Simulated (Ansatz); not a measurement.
Species: sum formula SiOF, net charge 0, doublet state. It need not be the lowest isomer of its formula. 
Structure (B3LYP-D3(BJ)/def2-TZVP (Ansatz, a program for electronic structure) minimum search):
```
Si
O 1 1.5267
F 1 1.5949 2 126.23
```
Charge 0, spin multiplicity 2.

Parts of the frozen-core correlation energy in 6-31G (Ansatz, hartree). Frozen orbitals: 7; correlated occupied orbitals by spin: 9 and 8; virtual: 15 and 16. UHF or UKS for open shells. No spin-orbit coupling. Non-relativistic.

```json
[
 {"term": "reference (HF)", "value": "-463.10096"},
 {"term": "MP2 opposite-spin", "value": "-0.21995"},
 {"term": "MP2 same-spin", "value": "-0.08643"},
 {"term": "CCSD correlation", "value": "-0.30583"},
 {"term": "(T)", "value": "-0.00959"},
 {"term": "T1 diagnostic", "value": "0.033"},
 {"term": "largest doubles amplitude", "value": "0.074"},
 {"term": "<S^2> of the reference", "value": "0.777"}
]
```
